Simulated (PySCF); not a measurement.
A structure optimised at PBE-D3(BJ)/def2-TZVPD, used in a PySCF frequency run:

```
Sn
H 1 1.7017
H 1 1.7017 2 120.00
H 1 1.7017 2 120.00 3 180.00
```
Charge +1, spin multiplicity 1.

Question: Write its SMILES, formula and point group.

Answer: [SnH3+], H₃Sn, D3h

Question: What are its rotational constants (standard atomic weights)?

Answer: 115.42, 115.42, 57.710 GHz
